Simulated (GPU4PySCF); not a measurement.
C7H18O3Si, SMILES CCO[Si](C)(OCC)OCC.

The structure is a stationary point at r2SCAN-D4/def2-TZVP. The isomer is the one that the SMILES or the coordinates give; other isomers of the formula were not compared. Other conformers were not sampled.

The numbers are results of r2SCAN-D4/def2-TZVP in GPU4PySCF, not measurements.

Frequencies are harmonic and unscaled.

| mode | ν (cm⁻¹) | IR (km/mol) | moving atoms (share of kinetic energy) |
|---|---|---|---|
| 1 | 21 | 0.1 | C 67 %, H 29 % |
| 2 | 26 | 0.2 | C 54 %, H 34 %, O 9 % |
| 3 | 31 | 0.0 | C 49 %, H 40 %, O 11 % |
| 4 | 48 | 1.4 | C 46 %, H 42 %, O 8 % |
| 5 | 50 | 0.9 | C 49 %, H 48 % |
| 6 | 69 | 2.3 | C 55 %, H 35 % |
| 7 | 89 | 1.6 | C 37 %, O 34 %, H 29 % |
| 8 | 114 | 2.7 | C 43 %, O 28 %, H 26 % |
| 9 | 142 | 0.1 | H 87 % |
| 10 | 150 | 0.9 | O 43 %, H 34 %, C 22 % |
| 11 | 214 | 0.7 | O 37 %, H 35 %, C 27 % |
| 12 | 228 | 4.8 | C 36 %, O 31 %, H 31 % |
| 13 | 257 | 2.4 | H 75 %, C 16 % |
| 14 | 268 | 1.3 | H 76 %, C 13 %, O 10 % |
| 15 | 272 | 0.9 | H 83 %, C 9 %, O 8 % |
| 16 | 299 | 9.2 | C 42 %, O 31 %, H 26 % |
| 17 | 316 | 7.0 | C 39 %, O 35 %, H 26 % |
| 18 | 329 | 13.9 | O 46 %, C 28 %, H 26 % |
| 19 | 397 | 20.4 | C 36 %, O 24 %, Si 22 %, H 19 % |
| 20 | 425 | 7.7 | C 27 %, Si 27 %, H 23 %, O 23 % |
| 21 | 445 | 13.0 | O 31 %, Si 28 %, C 23 %, H 18 % |
| 22 | 660 | 4.1 | O 41 %, C 36 %, H 20 % |
| 23 | 741 | 1.4 | H 55 %, C 26 %, O 15 % |
| 24 | 749 | 3.8 | H 52 %, C 22 %, O 22 % |
| 25 | 795 | 90.0 | Si 41 %, C 27 %, H 21 %, O 11 % |
| 26 | 811 | 2.4 | H 92 % |
| 27 | 813 | 5.9 | H 90 % |
| 28 | 814 | 1.3 | H 92 % |
| 29 | 830 | 78.2 | H 43 %, Si 24 %, C 23 %, O 10 % |
| 30 | 846 | 79.0 | H 40 %, Si 24 %, C 23 %, O 13 % |
| 31 | 964 | 33.9 | C 39 %, H 35 %, O 22 % |
| 32 | 980 | 96.8 | C 36 %, H 30 %, O 21 %, Si 13 % |
| 33 | 989 | 89.0 | C 37 %, H 29 %, O 20 %, Si 15 % |
| 34 | 1099 | 382.4 | O 47 %, C 42 % |
| 35 | 1102 | 547.9 | O 48 %, C 40 % |
| 36 | 1115 | 40.0 | C 52 %, H 37 %, O 11 % |
| 37 | 1120 | 18.5 | C 52 %, H 43 % |
| 38 | 1121 | 37.4 | C 52 %, H 43 % |
| 39 | 1131 | 121.8 | O 44 %, C 39 %, H 15 % |
| 40 | 1176 | 7.2 | H 62 %, C 35 % |
| 41 | 1176 | 4.9 | H 61 %, C 35 % |
| 42 | 1177 | 3.2 | H 61 %, C 35 % |
| 43 | 1278 | 58.9 | H 77 %, C 22 % |
| 44 | 1307 | 0.5 | H 91 % |
| 45 | 1311 | 0.3 | H 91 % |
| 46 | 1312 | 0.1 | H 91 % |
| 47 | 1386 | 1.5 | H 81 %, C 18 % |
| 48 | 1387 | 1.1 | H 81 %, C 18 % |
| 49 | 1388 | 0.9 | H 81 %, C 19 % |
| 50 | 1408 | 17.2 | H 74 %, C 25 % |
| 51 | 1411 | 23.9 | H 75 %, C 24 % |
| 52 | 1412 | 26.5 | H 75 %, C 24 % |
| 53 | 1450 | 2.8 | H 96 % |
| 54 | 1454 | 3.3 | H 96 % |
| 55 | 1478 | 6.4 | H 97 % |
| 56 | 1478 | 6.4 | H 97 % |
| 57 | 1478 | 6.7 | H 97 % |
| 58 | 1492 | 3.3 | H 96 % |
| 59 | 1493 | 1.2 | H 96 % |
| 60 | 1494 | 2.3 | H 96 % |
| 61 | 1514 | 2.3 | H 92 % |
| 62 | 1516 | 1.1 | H 92 % |
| 63 | 1518 | 0.7 | H 92 % |
| 64 | 2976 | 50.1 | H 95 % |
| 65 | 2982 | 54.4 | H 94 % |
| 66 | 2988 | 41.9 | H 95 % |
| 67 | 3010 | 35.6 | H 90 %, C 10 % |
| 68 | 3031 | 21.5 | H 91 %, C 9 % |
| 69 | 3031 | 26.6 | H 91 %, C 9 % |
| 70 | 3034 | 28.9 | H 97 % |
| 71 | 3034 | 23.9 | H 97 % |
| 72 | 3034 | 16.0 | H 97 % |
| 73 | 3035 | 3.2 | H 97 % |
| 74 | 3112 | 25.2 | H 91 %, C 9 % |
| 75 | 3113 | 29.1 | H 91 %, C 9 % |
| 76 | 3113 | 25.6 | H 91 %, C 9 % |
| 77 | 3114 | 17.2 | H 91 %, C 9 % |
| 78 | 3116 | 29.5 | H 91 %, C 9 % |
| 79 | 3117 | 25.3 | H 91 %, C 9 % |
| 80 | 3117 | 36.8 | H 91 %, C 9 % |
| 81 | 3122 | 9.5 | H 91 %, C 9 % |
